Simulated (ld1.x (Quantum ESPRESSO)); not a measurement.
## How hard is this Ti TM semilocal potential?

- Element: Ti
- Generator: ld1.x (Quantum ESPRESSO) 7.5
- Type: norm-conserving Troullier–Martins (semilocal form)
- Functional: PBE
- Relativity: scalar-relativistic
- Frozen core: [Ne]
- Valence charge: 12
- Reference configuration: 3s2 3p6 3d2 4s0 4p0 (charge +2)
- Partial waves: 3s (bound): rc 1.25 bohr; 3p (bound): rc 1.35 bohr; 4f channel at 0.05 Ry: rc 1.00 bohr; 3d (bound): rc 1.15 bohr
- Local potential: the d channel
- Core correction: a·sin(br)/r model core inside 0.75 bohr

The pseudo-atom Hamiltonian at the reference potential is diagonalised in spherical Bessel functions j_l(qr) that vanish at 20 bohr, with q² up to the cutoff. All-electron valence levels (Ry): 3s -5.7733, 4s -1.2419, 3p -4.0252, 4p -0.9122, 3d -1.4465.

How do the lowest levels (Ry) of each channel move with the cutoff, and are there ghosts?

```
cutoff (Ry)     s #1     s #2     p #1     p #2     f #1     d #1     d #2  Σ f·Δε (mRy)
          8  -5.5047  -1.2115  -2.8369  -0.7472  -0.2846  -0.7504  -0.3371        9058.7
         12  -5.5403  -1.2375  -3.3893  -0.8218  -0.2849  -0.8097  -0.3565        5554.7
         21  -5.6081  -1.2411  -3.9005  -0.8926  -0.2850  -0.9182  -0.3889        2135.0
         30  -5.7010  -1.2501  -4.0106  -0.9113  -0.2851  -1.0037  -0.4112        1117.7
         40  -5.7568  -1.2585  -4.0238  -0.9144  -0.2851  -1.1182  -0.4367         697.8
         50  -5.7639  -1.2606  -4.0245  -0.9148  -0.2851  -1.2182  -0.4557         479.5
         70  -5.7663  -1.2608  -4.0249  -0.9148  -0.2851  -1.3531  -0.4772         202.3
         90  -5.7714  -1.2612  -4.0252  -0.9148  -0.2851  -1.4182  -0.4863          60.5
        110  -5.7729  -1.2615  -4.0252  -0.9148  -0.2851  -1.4398  -0.4892          14.2
        160  -5.7732  -1.2615  -4.0252  -0.9148  -0.2851  -1.4464  -0.4901           0.4
        200  -5.7733  -1.2615  -4.0252  -0.9148  -0.2851  -1.4464  -0.4901           0.1
        400  -5.7733  -1.2615  -4.0252  -0.9148  -0.2851  -1.4465  -0.4901           0.0
```

Result: no extra level below or beside the all-electron valence levels (s, p, f, d tested); the semilocal form is local in each channel, so this says nothing of the separable form that plane-wave codes build from it; 10 mRy is reached at 120 Ry and 1 mRy at 160 Ry.

Its largest configuration-test error is +599 meV.
